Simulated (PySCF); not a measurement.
# One molecule, several mistakes: B2CH7Si

All numbers below are calculated, not measured. The program is PySCF 2.14.0, an open-source quantum chemistry code, run on an isolated molecule that a program drew, which may never have been made. The molecule is B2CH7Si (charge 0, doublet), drawn as the SMILES string `BC[SiH]B`.

Each row is a Hartree-Fock (HF) and frozen-core CCSD(T) single point in the cc-pV(D+d)Z basis, meant for a local HF minimum. Run 1 is clean. Each other run has one planted mistake out of seven kinds, and not every kind appears here: one electron removed, one electron added, multiplicity raised by two, geometry at a saddle point, minimal basis STO-3G, one bond length entered in bohr, all coordinates scaled. The reference is restricted for singlets and unrestricted otherwise, and also for a bond in bohr. Adding or removing an electron swaps singlet and doublet. Electrons count all cores. HOMO and LUMO are orbital energies over both spins, the gradient is its largest component, and the lowest frequency (negative if imaginary) is given only where the gradient is small. Bond lengths are over the 10 bonds as drawn. T1 is the CCSD diagnostic: over 0.02 (restricted) or 0.045 (unrestricted) a single reference is doubtful.

Geometry of the clean run:
```xyz
11
B2CH7Si, angstrom
B    -1.0438    2.4418   -1.2078
C    -0.1165    2.8831   -0.0305
Si    1.1816    1.5157    0.1921
B     2.9186    1.4692   -0.6819
H    -1.9767    1.7108   -1.0086
H    -0.8030    2.7780   -2.3354
H     0.4332    3.8053   -0.2315
H    -0.6436    2.9574    0.9249
H     0.6336    0.3545    0.9246
H     3.2896    2.3981   -1.3436
H     3.6408    0.5262   -0.5207
```

| run | electrons | basis functions | <S^2> | HOMO (eV) | LUMO (eV) | gradient (hartree/bohr) | lowest frequency (cm^-1) | mean bond (Å) | longest bond (Å) | T1 | HF (hartree) | CCSD(T) (hartree) | mistake |
|---|---|---|---|---|---|---|---|---|---|---|---|---|---|
| 1 | 37 | 100 | 0.763 | -8.07 | 0.51 | 1.9e-05 | 50 | 1.3871 | 1.945 | 0.0145 | -380.18267 | -380.65675 | no fault |
| 2 | 36 | 100 | 0.000 | -17.17 | -6.51 | 6.1e-02 | - | 1.3871 | 1.945 | 0.0133 | -379.91565 | -380.36802 | one electron removed |
| 3 | 37 | 31 | 0.761 | -5.43 | 5.06 | 2.3e-02 | - | 1.3871 | 1.945 | 0.0167 | -375.75245 | -375.96621 | minimal basis STO-3G |
| 4 | 37 | 100 | 3.768 | -5.76 | -2.17 | 9.2e-02 | - | 1.3871 | 1.945 | 0.0286 | -380.00150 | -380.47108 | ? |
| 5 | 37 | 100 | 0.765 | -8.01 | 0.50 | 2.5e-02 | - | 1.4440 | 2.025 | 0.0158 | -380.16911 | -380.64806 | ? |

**Which mistake was planted in run 4, and what did it cost?**

Electrons, basis and geometry are unchanged, and <S^2> is 3.768, beside S(S+1) = 3.75 for a multiplicity of 4. So the mistake is: multiplicity raised by two. Subtracting run 1 and multiplying by 627.51 kcal/mol a hartree, the energy moved by 113.7 kcal/mol in HF and 116.5 kcal/mol in CCSD(T).

**Which mistake was planted in run 5, and what did it cost?**

The mean and the longest bond both change by the same factor, 1.041, and the gradient is no longer small. So the mistake is: all coordinates scaled. Subtracting run 1 and multiplying by 627.51 kcal/mol a hartree, the energy moved by 8.5 kcal/mol in HF and 5.5 kcal/mol in CCSD(T).

